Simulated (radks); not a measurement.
All-electron atom: Mn I in [Ar] 3d5 4s2 (the NIST ground configuration). Method: scalar-relativistic Kohn-Sham, OLYP, spin-polarised, spherical densities, point nucleus; open shells are filled with parallel spins first; computed with a radial shooting solver on a logarithmic mesh with Libxc functionals.

Local quantities along the radius. ELF = 1/(1 + alpha^2) is the electron localisation function; alpha = (tau - tau_W)/tau_unif compares the Pauli kinetic energy density with that of the uniform gas (summed over spins). tau is taken from the large components.

r (bohr)    ELF    alpha
0.004118  1.000  0.01690
0.004756  1.000  0.01752
0.005492  1.000  0.01830
0.006343  1.000  0.01930
0.007326  1.000  0.02056
0.00846   1.000  0.02216
0.00977   0.999  0.02419
0.01128   0.999  0.02680
0.01303   0.999  0.03019
0.01505   0.999  0.03469
0.01738   0.998  0.04074
0.02007   0.998  0.04907
0.02318   0.996  0.06084
0.02677   0.994  0.07791
0.03092   0.989   0.1035
0.03571   0.980   0.1429
0.04124   0.959   0.2058
0.04763   0.913   0.3081
0.055     0.816   0.4751
0.06352   0.648   0.7371
0.07336   0.453    1.099
0.08472   0.317    1.467
0.09784   0.274    1.627
0.113     0.321    1.453
0.1305    0.453    1.099
0.1507    0.620   0.7828
0.1741    0.749   0.5793
0.2026    0.818   0.4718
0.234     0.830   0.4525
0.2703    0.781   0.5303
0.3121    0.614   0.7932
0.3605    0.336    1.406
0.4163    0.176    2.167
0.4808    0.196    2.027
0.5552    0.397    1.232
0.6412    0.651   0.7320
0.7405    0.774   0.5406
0.8552    0.801   0.4987
0.9877    0.771   0.5457
1.141     0.682   0.6821
1.317     0.529   0.9435
1.521     0.349    1.365
1.757     0.226    1.851
2.029     0.196    2.027
2.343     0.259    1.689
2.706     0.417    1.183
3.126     0.615   0.7919
3.61      0.765   0.5539
4.169     0.850   0.4197
4.814     0.895   0.3431
5.56      0.919   0.2978
6.421     0.931   0.2723
7.416     0.934   0.2656
8.564     0.925   0.2841
9.891     0.895   0.3426
11.42     0.818   0.4725

On this mesh the ELF has minima near r = 0.098, 0.42, 2.0 bohr, which separate the shells, and maxima near 0.23 (0.83), 0.86 (0.80), 7.4 (0.93).

Self-consistent cycle (total energy in hartree, residual of the potential): 1: -1158.711027, 2e+00; 2: -1158.872359, 1e+00; 3: -1158.983240, 1e-01; 4: -1158.986000, 4e-02; 5: -1158.986281, 4e-03; 6: -1158.986298, 1e-03; 7: -1158.986293, 6e-04; 8: -1158.986294, 5e-05; 9: -1158.986294, 2e-05; 10: -1158.986294, 2e-06; 11: -1158.986294, 1e-07; 12: -1158.986294, 5e-08; 13: -1158.986294, 7e-09; 14: -1158.986294, 1e-09.
